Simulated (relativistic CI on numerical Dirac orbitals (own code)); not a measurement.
**d1 to d9 in one octahedral field**

Computed with a parametric ligand-field model without spin-orbit coupling, by exact diagonalisation: B = 420, C = 2040, 10Dq = 33900 cm⁻¹ (Oh; |10Dq|/B = 80.7) for every shell. Energies in cm⁻¹; the field energy is (0.6 n_e − 0.4 n_t2) × 10Dq of the ground term; g labels are left out. So small a B with so large a field is typical of 4d and 5d ions, where spin-orbit coupling, left out here, reaches 1,000 to 4,000 cm⁻¹.

```
Shell  Ground term  Electrons in e  Field energy  First spin-allowed bands  Lowest term of other spin
   d1          2T2           0.000        -13560                  2E 33900                           
   d2          3T1           0.004        -26970      3T2 32808, 3T1 38016                   1T2 6705
   d3          4A2           0.000        -40680      4T2 33900, 4T1 38731                    2E 9564
   d4          3T1           0.008        -53960       3E 31837, 3T1 32358                   1T2 6056
   d5            ?               ?             ?                         ?                          ?
   d6          1A1           0.014        -80901      1T1 32272, 1T2 38516                  3T1 28048
   d7           2E           1.008        -60736      2T1 32173, 2T2 32731                  4T1 24229
   d8          3A2           2.000        -40680      3T2 33900, 3T1 38731                    1E 7409
   d9           2E           3.000        -20340                 2T2 33900
```

(1) Fill in the row of d5.

Answers

(1) Ground term: 2T2; Electrons in e: 0.016; Field energy: -67254; First spin-allowed bands: 2A2 31169, 2T1 31314; Lowest term of other spin: 4T1 24184. Low spin: d4, d5, d6, d7; the other shells keep the spin of the free ion. Only d4 to d7 can choose; the field needed to pair spins is smallest for d6 and largest for d5, which loses most exchange energy. In the strong-field picture 10Dq must exceed about 6B + 5C = 12720 (d4), 7.5B + 5C = 13350 (d5), 2.5B + 4C = 9210 (d6) and 4B + 4C = 9840 (d7); mixing of terms shifts these bounds somewhat.
